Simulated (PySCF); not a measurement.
C3H3BFNO, SMILES FB1N=CC=CO1. Heavy atoms are numbered as in [F:1][B:2]1[N:3]=[CH:4][CH:5]=[CH:6][O:7]1. Hydrogens are named by the atom that carries them.

Coordinates come from a B3LYP-D3(BJ)/def2-SVP optimisation. The structure was generated by enumeration, and PubChem lists no compound with its InChIKey, so it may never have been made.

The numbers are results of PySCF with PBE/pcSseg-1, not measurements.

GIAO shieldings, no solvent; atoms alike by connectivity are averaged. δ = σ(ref) − σ: ¹⁹F against CFCl3 (σ = 133.6 ppm); ¹¹B against BF3 (σ = 83.9 ppm); ¹⁵N against NH3 (σ = 267.0 ppm); ¹³C against TMS (σ = 182.0 ppm); ¹⁷O against H2O (σ = 334.3 ppm); ¹H against TMS (σ = 31.49 ppm), references at their B3LYP-D3(BJ)/def2-TZVP geometries, non-relativistic.

| atoms | nucleus | count | δ (ppm) |
|---|---|---|---|
| F1 | ¹⁹F | 1 | -129.8 |
| B2 | ¹¹B | 1 | … |
| N3 | ¹⁵N | 1 | … |
| C4 (CH) | ¹³C | 1 | … |
| C6 (CH) | ¹³C | 1 | 164.5 |
| C5 (CH) | ¹³C | 1 | 119.4 |
| O7 | ¹⁷O | 1 | 237.9 |
| H on C4 | ¹H | 1 | 9.41 |
| H on C6 | ¹H | 1 | … |
| H on C5 | ¹H | 1 | … |

Q: Complete the blanks. (Estimate from the structure and the level; the computed values follow.)

A: 
- H on C5, δ (ppm): 6.52
- N3, δ (ppm): 344.4
- H on C6, δ (ppm): 7.84
- B2, δ (ppm): 8.7
- C4 (CH), δ (ppm): 183.0
